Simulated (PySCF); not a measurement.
C6H7FN2Si.
SMILES with atom numbers: `[CH2:1]=[N:2][SiH2:3][c:4]1[cH:5][c:6]([F:7])[cH:8][cH:9][n:10]1`

Geometry (GFN2-xTB, Å), atoms numbered from 1 in this order:
```
atom  x, y, z in Å
C1     3.297   -0.004    1.122
N2     2.432   -0.396    0.313
Si3    1.604    0.267   -1.043
C4    -0.209    0.145   -0.502
C5    -0.708   -0.958    0.184
C6    -2.052   -0.968    0.502
F7    -2.578   -2.020    1.161
C8    -2.870    0.091    0.148
C9    -2.267    1.140   -0.528
N10   -0.986    1.166   -0.844
H11    3.627   -0.673    1.913
H12    3.768    0.983    1.106
H13    1.863    1.638   -1.482
H14    1.898   -0.722   -2.082
H15   -0.062   -1.774    0.463
H16   -3.920    0.090    0.392
H17   -2.844    2.005   -0.832
```

Definitions: NICS(0) = −σiso at the ring centroid; NICS(1) = −σiso and NICS(1)zz = −σzz at ±1 Å along the ring normal z. Level: GIAO PBE0/pcSseg-1 (PySCF, non-relativistic, gas phase) on the GFN2-xTB geometry, one conformer.

Ring bond lengths (Å), with Mayer bond orders in brackets: C4–C5 1.392 (1.33), C5–C6 1.381 (1.42), C6–C8 1.384 (1.42), C8–C9 1.387 (1.38), C9–N10 1.319 (1.51), N10–C4 1.328 (1.41).

Problem. What do the NICS probes read (ppm)?

Solution. 
```csv
ring,type,NICS(0),"NICS(1), two faces","NICS(1)zz, two faces",rms pucker (Å),"centre to ring atoms, mean (Å)"
C4–C5–C6–C8–C9–N10,6-membered ring with N; formal bonds all aromatic,-8.6,-11.3 / -11.2,-27.9 / -27.9,0.00,1.36
```

Problem. What do they say, and how far can they be read as aromaticity?

Solution. 
- C4–C5–C6–C8–C9–N10: mean NICS(1)zz -27.9 ppm, shielded. The ring is flat and has no four-coordinate atom; by the NICS criterion it is aromatic.

Problem. What does the geometric index give? Use HOMA with the parameters of Krygowski (1993).

Solution. 
- C4–C5–C6–C8–C9–N10: HOMA 0.99; the largest term is that of C9–N10, α(R − Ropt)² = 0.02. The geometric and the magnetic index point the same way.

Problem. Give the inner angles of the rings and the Hirshfeld charges of the ring atoms.

Solution. 
- C4–C5–C6–C8–C9–N10: C4 121.8° (-0.028 e), C5 117.9° (-0.068 e), C6 120.7° (+0.103 e), C8 116.5° (-0.067 e), C9 123.7° (+0.020 e), N10 119.4° (-0.165 e); sum 720.0° against 720° for a flat convex ring.

Problem. How shielded are the nuclei of the rings and their hydrogens (means over atoms taken as equivalent)?

Solution. 
```tsv
atoms	environment	σ isotropic (ppm)
C4	substituted aromatic carbon	13.9
C5	aromatic CH carbon	61.6
C6	aromatic C–F carbon	8.2
C8	aromatic CH carbon	70.1
C9	aromatic CH next to a ring nitrogen	30.4
N10	pyridine-type nitrogen	-100.0
H15	aromatic hydrogen	23.73
H16	aromatic hydrogen	24.59
H17	aromatic hydrogen	22.76
```
